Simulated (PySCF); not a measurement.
**How the method changes the constants of NiCl⁻**

State: ³Π (triplet), unpaired electrons σ ↑, π ↑. Set-up: PySCF, no relativity, basis sets Ni def2-TZVPPD, Cl def2-TZVPPD. De refers to Ni (3d8 4s2) + Cl⁻ in their high-spin ground configurations, without counterpoise correction. The functionals are run spin-unrestricted. A positive dipole points towards Cl; it is taken about the centre of mass and depends on that origin. Levels whose curve was spin-contaminated or gave no clean fit are not listed.

```
      Level  Re (Å)  ωe (cm⁻¹)  De (eV)  μ (D)
    UHF-MP2   2.168        313      n/a    n/a
UHF-SCS-MP2   2.205        295      n/a    n/a
        PBE   2.190        297      n/a   0.58
       TPSS   2.202        292      n/a   0.65
     r²SCAN   2.194        301      n/a   0.60
      TPSSh   2.212        291      n/a   0.52
    r²SCANh   2.203        299      n/a   0.48
       PBE0   2.215        291      n/a   0.33
       MN15   2.202        308      n/a   0.14
  BHandHLYP   2.273        266      n/a  -0.15
      ωB97X   2.216        298      n/a   0.48
```

(1) What does a quarter of exact exchange do here, going from PBE to PBE0?

(2) What does the step from GGA to meta-GGA do here, going from PBE to r²SCAN?

Correlated steps freeze 10 core orbitals. De is left out where the level can put another filling of the metal’s s and d shells below the measured ground configuration, by anything from nothing to about 1 eV. The highest Kohn–Sham level is positive in this anion. Much of that is self-interaction error, but it also means that the finite basis helps to hold the extra electron. The state is the lowest single determinant that the PBE0 search found; with open d or f shells the true ground state can be another one.

The whole job (state search and all levels along the bond) took about 19 min on 2 threads of Arm Neoverse V2 (shared host), peak memory 4.2 GiB.

## Answers

(1) PBE0 less PBE: +2.5 pm in Re, -2.0 % in ωe. Exact exchange removes part of the self-interaction that spreads semilocal densities, and in most molecules shortens and stiffens the bond and lowers De; here Re and ωe go the other way.

(2) r²SCAN less PBE: +0.4 pm in Re, +1.3 % in ωe.
